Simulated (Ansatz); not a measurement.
The cluster Li₄Te₂⁺. Total charge 1; doublet. Geometry PBE-D4/def2-SVP, basis def2-TZVP, Ansatz.

```xyz
6

Li    4.6036   -0.0180   -0.4583
Li   -3.1988   -0.2502    1.9199
Li   -2.7984    1.0505   -1.8719
Li    0.4843   -0.2152    0.2654
Te    2.6463   -1.6684   -0.2492
Te   -1.7371    1.1013    0.3941
```

```json
{"run": "A", "HOMO (eV)": "-10.63", "LUMO (eV)": "-4.21"}
{"run": "B", "HOMO (eV)": "-7.62", "LUMO (eV)": "-7.23"}
{"run": "C", "HOMO (eV)": "-7.51", "LUMO (eV)": "-7.36"}
{"run": "D", "HOMO (eV)": "-7.60", "LUMO (eV)": "-7.46"}
{"run": "E", "HOMO (eV)": "-8.33", "LUMO (eV)": "-6.62"}
```

In the def2 sets Te takes a core potential; there is no spin–orbit coupling. LC-ωPBE has ω = 0.4 bohr⁻¹. HOMO above LUMO, or a gap near zero within one spin, warns that the state may not be the lowest or that an electron is smeared out. Another isomer (doublet) lies 0.88 eV lower at PBE0-D4/def2-TZVP; other spin states weren't run for this one.

HOMO and LUMO are taken over both spins.

Question: The runs used LC-ωPBE, PBE, PBE0, r2SCAN, revPBE. Estimate which is which.

Answer: A LC-ωPBE (range-separated); B r2SCAN (0 % exact exchange); C revPBE (0 % exact exchange); D PBE (0 % exact exchange); E PBE0 (25 % exact exchange). Exact exchange lowers occupied and raises empty levels; among semilocal functionals meta-GGAs tend to open the gap a little, and such runs are hard to tell apart. The gap grows from 0.14 eV (PBE) to 6.42 eV (LC-ωPBE). At PBE-D4/def2-TZVP the gap within one spin of the charge 1 doublet nearly closes, so an electron or hole may be smeared out by delocalisation error.
